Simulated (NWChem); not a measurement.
System: GeH$_{3}$O$_{3}$F; SMILES [OH][Ge]([OH])([OH])[F]

The following NWChem deck was run.

```
start job
memory heap 200 mb stack 700 mb global 900 mb
geometry units angstroms noautoz
  O     -1.178249    -0.996095    -0.776325
  Ge    -0.029237     0.032842     0.099859
  O      1.591584    -0.326798    -0.509946
  O     -0.294773     1.773775    -0.032035
  F     -0.221392    -0.354614     1.779290
  H     -1.967616    -1.155542    -0.233046
  H      1.612316    -1.235568    -0.853292
  H      0.364817     2.146094    -0.640636
end
basis spherical
  * library 6-31g*
end
dft
  xc xwpbe 0.80 cpbe96 1.0 hfexch 1.00
  cam 0.2 cam_alpha 0.2 cam_beta 0.8
  iterations 150
  mulliken
end
task dft energy
```

NWChem printed, in part:

```
             Northwest Computational Chemistry Package (NWChem) 7.3.0
             --------------------------------------------------------

 C1  symmetry detected

                             Geometry "geometry" -> ""
                             -------------------------

 Output coordinates in angstroms (scale by  1.889725989 to convert to a.u.)

  No.       Tag          Charge          X              Y              Z
 ---- ---------------- ---------- -------------- -------------- --------------
    1 O                    8.0000    -0.91112808     1.12105229    -1.01670261
    2 Ge                  32.0000     0.00757690    -0.01124511    -0.00649368
    3 O                    8.0000    -1.15137403    -0.94548631     0.94864500
    4 O                    8.0000     1.05194611    -1.14418489    -0.86933405
    5 F                    9.0000     1.06027571     0.96145195     0.96983610
    6 H                    1.0000    -0.37005038     1.90080842    -1.22380398
    7 H                    1.0000    -1.96259154    -0.42462965     1.07035661
    8 H                    1.0000     0.63214766    -2.02045165    -0.86814665

 Effective nuclear repulsion energy (a.u.)     440.8024052958

  pbe96 is a nonlocal functional; adding pw91lda local functional.

                                 NWChem DFT Module
                                 -----------------

 Summary of "ao basis" -> "ao basis" (spherical)
 ------------------------------------------------------------------------------
       Tag                 Description            Shells   Functions and Types
 ---------------- ------------------------------  ------  ---------------------
 O                           6-31g*                  6       14   3s2p1d
 Ge                          6-31g*                 12       32   5s4p3d
 F                           6-31g*                  6       14   3s2p1d
 H                           6-31g*                  2        2   2s

            General Information
            -------------------
          SCF calculation type: DFT
          Wavefunction type:  closed shell.
          No. of atoms     :     8
          No. of electrons :    68
           Alpha electrons :    34
            Beta electrons :    34
          Charge           :     0
          Spin multiplicity:     1
          Use of symmetry is: off; symmetry adaption is: off
          Maximum number of iterations: 150
          AO basis - number of functions:    94
                     number of shells:    42
          Convergence on energy requested:  1.00D-06
          Convergence on density requested:  1.00D-05
          Convergence on gradient requested:  5.00D-04

              XC Information
              --------------
                     Hartree-Fock (Exact) Exchange  1.000
                     LC-wPBE(h)Exchange Functional  0.800
            Perdew 1991 LDA Correlation Functional  1.000 local
           PerdewBurkeErnz. Correlation Functional  1.000 non-local

           Range-Separation Parameters
           ---------------------------
           Alpha           :  0.20
           Beta            :  0.80
           Gamma           :  0.20
           Short-Range HF  :     F

             Grid Information
             ----------------
          Grid used for XC integration:  medium
          Radial quadrature: Mura-Knowles
          Angular quadrature: Lebedev.
          Tag              B.-S. Rad. Rad. Pts. Rad. Cut. Ang. Pts.
          ---              ---------- --------- --------- ---------
          O                   0.60       49          10.0       434
          Ge                  1.25      112           8.0       590
          F                   0.50       49           9.0       434
          H                   0.35       45          10.0       434
          Grid pruning is: on
          Number of quadrature shells:   443
          Spatial weights used:  Erf1

      Superposition of Atomic Density Guess
      -------------------------------------

 Sum of atomic energies:       -2400.15152281

      Non-variational initial energy
      ------------------------------

 Total energy =   -2401.097201
 1-e energy   =   -4222.990997
 2-e energy   =    1381.091390
 HOMO         =      -0.470195
 LUMO         =      -0.030595

     ---------------------------------------------
      Total Density - Mulliken Population Analysis
     ---------------------------------------------

    Atom       Charge   Shell Charges
 -----------   ------   -------------------------------------------------------
    1 O    8     9.01   2.00  0.93  3.08  0.92  2.06  0.01
    2 Ge  32    29.99   2.00  2.00  6.00  2.00  5.99  0.76  0.89  0.00  0.13  6.91  2.96  0.34
    3 O    8     9.01   2.00  0.93  3.08  0.92  2.06  0.01
    4 O    8     9.01   2.00  0.93  3.08  0.92  2.06  0.01
    5 F    9     9.65   2.00  0.95  3.46  1.01  2.22  0.01
    6 H    1     0.45   0.35  0.10
    7 H    1     0.45   0.35  0.10
    8 H    1     0.44   0.35  0.09

   convergence    iter        energy       DeltaE   RMS-Dens  Diis-err
 ---------------- ----- ----------------- --------- --------- ---------
 d= 0,ls=0.0,diis     1  -2403.4103780705 -2.84D+03  1.50D-02  1.41D+00
 d= 0,ls=0.0,diis     2  -2403.4403731946 -3.00D-02  6.28D-03  1.42D+00
 d= 0,ls=0.0,diis     3  -2403.5591871540 -1.19D-01  7.78D-04  2.19D-02
 d= 0,ls=0.0,diis     4  -2403.5604663452 -1.28D-03  1.96D-04  2.35D-03
 d= 0,ls=0.0,diis     5  -2403.5605669192 -1.01D-04  7.25D-05  1.73D-04
  Resetting Diis
 d= 0,ls=0.0,diis     6  -2403.5605780831 -1.12D-05  2.37D-05  9.93D-06
 d= 0,ls=0.0,diis     7  -2403.5605788936 -8.10D-07  1.62D-05  2.41D-06
 d= 0,ls=0.0,diis     8  -2403.5605788113  8.24D-08  8.85D-06  3.75D-06

         Total DFT energy =    -2403.560578811251
      One electron energy =    -4224.537121292165
           Coulomb energy =     1496.142681787216
    Exchange-Corr. energy =     -115.968544602133
 Nuclear repulsion energy =      440.802405295831

 Numeric. integr. density =       68.000006595348

                       DFT Final Molecular Orbital Analysis
                       ------------------------------------

 Vector   32  Occ=2.000000D+00  E=-4.265104D-01
              MO Center=  3.5D-03, -3.0D-01, -4.7D-01, r^2= 3.4D+00
   Bfn.  Coefficient  Atom+Function         Bfn.  Coefficient  Atom+Function
  ----- ------------  ---------------      ----- ------------  ---------------
    65      0.412592  4 O  pz                 5      0.341835  1 O  pz
    69      0.297289  4 O  pz                51      0.274855  3 O  pz
     9      0.247757  1 O  pz                55      0.191279  3 O  pz
    31      0.117355  2 Ge pz                79      0.097731  5 F  pz
    78      0.085130  5 F  py                77      0.080293  5 F  px

 Vector   33  Occ=2.000000D+00  E=-4.211289D-01
              MO Center= -9.4D-01, -5.0D-01,  4.9D-01, r^2= 2.3D+00
   Bfn.  Coefficient  Atom+Function         Bfn.  Coefficient  Atom+Function
  ----- ------------  ---------------      ----- ------------  ---------------
    51      0.427782  3 O  pz                55      0.331747  3 O  pz
    50      0.272301  3 O  py                 5     -0.239188  1 O  pz
    49      0.210245  3 O  px                54      0.204583  3 O  py
     9     -0.184425  1 O  pz                53      0.158857  3 O  px
     4     -0.126891  1 O  py                63     -0.115126  4 O  px

 Vector   34  Occ=2.000000D+00  E=-4.083211D-01
              MO Center=  1.5D-01, -1.7D-01, -7.8D-01, r^2= 3.1D+00
   Bfn.  Coefficient  Atom+Function         Bfn.  Coefficient  Atom+Function
  ----- ------------  ---------------      ----- ------------  ---------------
    65      0.329411  4 O  pz                63      0.307703  4 O  px
     5     -0.298446  1 O  pz                69      0.257953  4 O  pz
     9     -0.232378  1 O  pz                67      0.224570  4 O  px
     4     -0.208736  1 O  py                 3      0.197528  1 O  px
     8     -0.160731  1 O  py                 7      0.142796  1 O  px

 Vector   35  Occ=0.000000D+00  E= 4.594674D-02
              MO Center= -1.5D-01, -1.2D-02, -1.2D-01, r^2= 4.3D+00
   Bfn.  Coefficient  Atom+Function         Bfn.  Coefficient  Atom+Function
  ----- ------------  ---------------      ----- ------------  ---------------
    28      0.849382  2 Ge s                 24     -0.467430  2 Ge s
     6     -0.463718  1 O  s                 52     -0.448965  3 O  s
    66     -0.444290  4 O  s                 80     -0.251490  5 F  s
    90      0.245825  6 H  s                 92      0.246912  7 H  s
    94      0.240809  8 H  s                 20      0.239542  2 Ge s

 Vector   36  Occ=0.000000D+00  E= 1.270434D-01
              MO Center= -3.8D-01,  2.9D-01,  2.2D-02, r^2= 5.7D+00
   Bfn.  Coefficient  Atom+Function         Bfn.  Coefficient  Atom+Function
  ----- ------------  ---------------      ----- ------------  ---------------
    52      0.690146  3 O  s                 31     -0.509853  2 Ge pz
    92     -0.507704  7 H  s                 30      0.455289  2 Ge py
     6     -0.409125  1 O  s                 90      0.370678  6 H  s
    29      0.365048  2 Ge px                 7     -0.230389  1 O  px
    27     -0.229018  2 Ge pz                 3     -0.201378  1 O  px

 Vector   37  Occ=0.000000D+00  E= 1.327316D-01
              MO Center= -2.4D-02, -3.5D-01, -2.3D-01, r^2= 6.1D+00
   Bfn.  Coefficient  Atom+Function         Bfn.  Coefficient  Atom+Function
  ----- ------------  ---------------      ----- ------------  ---------------
    66      0.696099  4 O  s                 30      0.681242  2 Ge py
    94     -0.537355  8 H  s                  6     -0.418685  1 O  s
    29     -0.362792  2 Ge px                90      0.320179  6 H  s
    31      0.241626  2 Ge pz                25     -0.186592  2 Ge px
    54     -0.176141  3 O  py                68     -0.164221  4 O  py

[...]
```

Level: LRC-wPBEh/6-31G* (spherical d). Coordinates come from a B3LYP/6-31G* (spherical d) optimisation.
